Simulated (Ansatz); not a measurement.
`[SiH3][N]([SiH3])[AlH][Cl]` + NH₃ → `[NH2][AlH][N]([SiH3])[SiH3]` + HCl  (ligand exchange at the Al–Cl bond)

Program: Ansatz. Geometries: PBE0-D4/def2-TZVP. ΔE: electronic, gas phase. CCSD(T)/CBS is the MP2 limit (def2-TZVPP, def2-QZVPP) plus CCSD(T) − MP2 in def2-TZVPP, frozen cores. This one scheme is used for every species. DFT in def2-TZVPP. B3LYP here is the variant with VWN-RPA as its local correlation; programs differ in this. One conformer a species, not always the lowest.

```
             level  ΔE (kcal/mol)  difference from CCSD(T)/CBS
            PBE-D4           17.7                         -0.4
         r2SCAN-D4           18.2                          0.1
           ωB97X-V           18.1                          0.0
           ωB97M-V           18.0                         -0.1
            B2PLYP           17.7                         -0.4
              PBE0           18.4                          0.3
             B3LYP           17.4                         -0.7
SCS-MP2/def2-TZVPP           17.7                         -0.4
CCSD(T)/def2-TZVPP           17.4                         -0.7
     MP2/CBS(def2)           18.8                          0.7
       CCSD(T)/CBS           18.1                            0
```

Largest T1 diagnostic among the species: 0.012.

In def2-TZVPP, CCSD(T) changes the Hartree–Fock value by −2.3 kcal/mol (the triples alone add −0.1 kcal/mol) and MP2 by −1.6 kcal/mol.
